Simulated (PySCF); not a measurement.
**C₆ coefficients of unlike pairs at PBE0**

Calculated with PySCF 2.14 from the dipole response of each species, C₆(A,B) = (3/π) ∫ α_A(iu) α_B(iu) du, in atomic units, from isotropic polarisabilities. For ions this is the dispersion term alone; charge-induced terms of lower order in 1/R come first.

```csv
species,configuration,basis,relativity,α (bohr³),C₆ (like pair)
Ca⁺,[Ar] 4s1 (2S),"x2c-QZVPPall with one added diffuse shell each of s, p, d, f type (12s8p5d4f)",spin-free X2C,84.20,627.1
Zn³⁺,[Ar] 3d9 (2D),aug-cc-pwCVTZ-PP with ECP10MDF (8s8p7d4f3g),core potential,1.421,3.164
P³⁺,[Ne] 3s2 (1S),dyall-av2z (13s9p2d),none,6.767,16.91
V³⁺,[Ar] 3d2 (3F),aug-cc-pVTZ (8s7p5d3f2g),none,2.200,5.589
```

Q: Estimate C₆ for P³⁺ with Ca⁺.

A: The integral gives 85.43. The combination rule 2 C_A C_B / (C_A α_B/α_A + C_B α_A/α_B) gives 81.32 and the geometric mean 103.0.

No spin-orbit coupling is included.

The other pairs:

| pair | C₆ |
| --- | --- |
| V³⁺, Ca⁺ | 34.72 |
| P³⁺, Zn³⁺ | 5.691 |
| Zn³⁺, Ca⁺ | 23.35 |
| V³⁺, Zn³⁺ | 4.145 |
| V³⁺, P³⁺ | 8.267 |
